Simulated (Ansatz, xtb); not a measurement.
## Two isomers of C4H8B2

Structure I is `B1C=CBCC1`, a singlet and structure II is `B1C=CCBC1`, a singlet. Both are isolated molecules in the gas phase, relaxed with B3LYP/def2-SVP; the shapes shown needn't be the lowest conformers.

I (Å):

```xyz
14

C     0.5764   -1.7903   -0.7067
C     1.7637   -1.6066   -0.0623
C     1.2981    1.0516    0.1959
C    -0.1462    0.7855   -0.2667
B    -0.4324   -0.6116   -0.9074
B     2.1863   -0.2025    0.4830
H    -1.4694   -0.8037   -1.5031
H     0.3348   -2.7940   -1.0851
H     2.4303   -2.4717    0.0657
H     3.2396   -0.0779    1.0679
H     1.3646    1.8101    0.9962
H     1.8686    1.5221   -0.6401
H    -0.5735    1.6170   -0.8549
H    -0.8143    0.7444    0.6265
```

II (Å):

```xyz
14

C     0.7770   -1.6854   -0.7593
C     1.7576   -1.3516    0.1146
C     1.9957    0.0382    0.6436
C    -0.3399    0.7391   -0.5280
B    -0.2307   -0.6334   -1.2891
B     0.9800    1.1575    0.1897
H    -0.9283   -0.8798   -2.2488
H     0.7473   -2.7265   -1.1031
H     2.4623   -2.1242    0.4567
H     3.0323    0.3573    0.4098
H     2.0131    0.0218    1.7559
H     1.2396    2.3146    0.4417
H    -0.9239    0.4149    0.3744
H    -0.9336    1.5382   -0.9947
```

Question: Estimate E(II) − E(I) at the level CCSD(T)/def2-SVP + ΔMP2/def2-TZVPP.

Answer: Calculated at CCSD(T)/def2-SVP + ΔMP2/def2-TZVPP: E(II) − E(I) = −4.0 kcal/mol, so structure II lies lower.

The same difference at several levels:

```json
{"level": "GFN2-xTB", "geometry": "GFN2-xTB", "E(II) − E(I) (kcal/mol)": "−3.7", "departure from the last row (kcal/mol)": "+0.3", "job, with rough time for the two": "optimisation, 0.49 s"}
{"level": "HF/STO-3G", "geometry": "GFN2-xTB", "E(II) − E(I) (kcal/mol)": "−1.1", "departure from the last row (kcal/mol)": "+3.0", "job, with rough time for the two": "single point, 1.2 s"}
{"level": "r2SCAN-D4/def2-SVP", "geometry": "GFN2-xTB", "E(II) − E(I) (kcal/mol)": "−5.2", "departure from the last row (kcal/mol)": "−1.2", "job, with rough time for the two": "single point, 6.6 s"}
{"level": "B3LYP/def2-SVP", "geometry": "B3LYP/def2-SVP", "E(II) − E(I) (kcal/mol)": "−3.8", "departure from the last row (kcal/mol)": "+0.3", "job, with rough time for the two": "optimisation, 99 s"}
{"level": "HF/def2-SVP", "geometry": "B3LYP/def2-SVP", "E(II) − E(I) (kcal/mol)": "−3.2", "departure from the last row (kcal/mol)": "+0.8", "job, with rough time for the two": "part of the CCSD(T) run"}
{"level": "MP2/def2-SVP", "geometry": "B3LYP/def2-SVP", "E(II) − E(I) (kcal/mol)": "−4.3", "departure from the last row (kcal/mol)": "−0.3", "job, with rough time for the two": "part of the CCSD(T) run"}
{"level": "CCSD(T)/def2-SVP", "geometry": "B3LYP/def2-SVP", "E(II) − E(I) (kcal/mol)": "−3.8", "departure from the last row (kcal/mol)": "+0.2", "job, with rough time for the two": "single point"}
{"level": "CCSD(T)/def2-SVP + ΔMP2/def2-TZVPP", "geometry": "B3LYP/def2-SVP", "E(II) − E(I) (kcal/mol)": "−4.0", "departure from the last row (kcal/mol)": "", "job, with rough time for the two": "single point, 70 s"}
```

As drawn, both hold the same kinds of bond in the same numbers.

The levels shown agree on the order. The largest departure from CCSD(T)/def2-SVP + ΔMP2/def2-TZVPP is that of HF/STO-3G, 3.0 kcal/mol. The last row adds to CCSD(T) the change of the MP2 difference between the two basis sets, here −0.2 kcal/mol.

With thermal terms from frequencies at re-optimised GFN2-xTB minima (ideal gas, soft modes damped towards free rotors, one conformer each, 298.15 K, 1 atm): the zero-point term adds −0.6 kcal/mol; ΔH is −4.6 and ΔG −5.1 kcal/mol.

The correlated steps freeze 6 core orbitals. Codes used: Ansatz 0.2.0, xtb 6.7.1; the last row on 2 threads of Intel(R) Xeon(R) Processor @ 2.70GHz on a shared host.
